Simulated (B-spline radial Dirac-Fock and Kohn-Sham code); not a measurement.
Auger decay of the N3 hole in Cd²⁺

System: the Cd²⁺ ion in the configuration [Kr] 4d10, inside a Watson sphere of charge -2 and radius 2.4 Å (a model of the Madelung potential; inside it an electron's potential energy is raised by 12.0 eV).

Calculated with a radial atomic solver, using one-electron (LDA, Dirac) transition rates at Dirac-Fock energies. Kinetic energies are configuration averages from the vacuum level; the two-hole energies are estimated from single-hole states.

```csv
transition,kinetic energy (eV),width (meV),share (%)
N3-N4N4,21.33,448,2.4
N3-N4N5,21.85,11300,59.5
N3-N5N5,22.73,7270,38.2
```

Coster-Kronig rates are the weakest part of this model and often come out 1.5 to 2.5 times too large. Super-Coster-Kronig decay this fast strains the one-particle picture, and such widths tend to come out too large. The listed channels hold 100 % of the non-radiative rate. Summed by principal shells, of 19.0 eV in all: NNN 100.0 %.
